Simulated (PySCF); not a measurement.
## Löwdin shares of the frontier orbitals

Compound: C2H11O2PSi2.
Cartesian coordinates in Å at the GFN2-xTB level; atoms count from 1:
```
atom  x, y, z in Å
C1    -2.6355   -0.8980   -0.3126
C2    -1.5302   -0.5571    0.6751
O3    -0.2627   -0.6399    0.0863
Si4    0.4364    0.4819   -0.8476
P5     0.0421    2.4959    0.0469
O6     2.0244    0.2195   -0.7976
Si7    3.2811   -0.7219   -0.3859
H8    -3.6006   -0.8768    0.1862
H9    -2.4690   -1.8894   -0.7259
H10   -2.6376   -0.1775   -1.1268
H11   -1.6841    0.4576    1.0700
H12   -1.5348   -1.2628    1.5120
H13    0.0639    0.3025   -2.2519
H14    0.7885    3.2068   -0.8722
H15   -1.1367    2.7110   -0.6480
H16    3.1523   -1.9871   -1.1061
H17    4.4224    0.0694   -0.8384
H18    3.2714   -0.9280    1.0602
```

Computed, not measured: PySCF 2.14.0, density-fitted response routines, TDDFT wB97X-D/def2-SVPD, vertical, gas phase, core orbitals frozen in the response.

Frontier orbitals with the atoms that hold most of them (Löwdin shares over 4%, at most four atoms; ? is withheld):

```tsv
orbital	ε (eV)	atoms
HOMO-3	-10.82	O3 38%, C2 14%, P5 8%, H12 8%
HOMO-2	-10.68	O6 31%, Si7 15%, H18 11%, O3 11%
HOMO-1	-10.33	?
HOMO	?	P5 53%, Si4 15%, H13 8%, O3 6%
LUMO	1.77	?
LUMO+1	2.00	P5 14%, Si7 12%, Si4 12%, C1 9%
LUMO+2	2.29	Si7 32%, P5 16%, Si4 7%, H16 6%
```

(1) Give the leading atoms of the HOMO-1.

(2) Give the leading atoms of the LUMO.

(3) What is the HOMO energy, and the HOMO–LUMO gap?

Answers

(1) O3 (bonded to C and Si) 36%; P5 (bonded to Si and 2 H) 22%; C1 (bonded to C and 3 H) 7%; Si4 (bonded to 2 O, P and H) 7%.

(2) Si7 (bonded to O and 3 H) 22%; Si4 (bonded to 2 O, P and H) 20%; P5 (bonded to Si and 2 H) 13%; O6 (bonded to 2 Si) 8%. By element: silicon 42%, phosphorus 13%, oxygen 8% or more.

(3) ε(HOMO) = -9.08 eV; the gap is 10.85 eV (0.3988 hartree).

The HOMO–LUMO gap is 10.85 eV. Where does the response calculation put the lowest singlet, and from which orbitals?

S1 is at 6.33 eV (f = 0.0092), 4.52 eV below the gap, made of HOMO→LUMO+1 (31%), HOMO→LUMO (29%), HOMO→LUMO+3 (19%). Its leading pair isn't HOMO and LUMO; the energies of that pair differ by 11.08 eV. 

Next come S2 at 6.90 eV (f 0.018), HOMO→LUMO (40%), HOMO→LUMO+1 (38%); S3 at 7.31 eV (f 0.263), HOMO→LUMO+3 (38%), HOMO→LUMO+4 (25%), HOMO→LUMO (8%); S4 at 7.41 eV (f 0.129), HOMO→LUMO+2 (23%), HOMO→LUMO+4 (20%), HOMO→LUMO+5 (19%); S5 at 7.68 eV (f 0.042), HOMO→LUMO+5 (26%), HOMO-2→LUMO (21%), HOMO-1→LUMO (12%).

Löwdin shares depend on the basis, the more so with diffuse functions.

One conformer stands for the species.
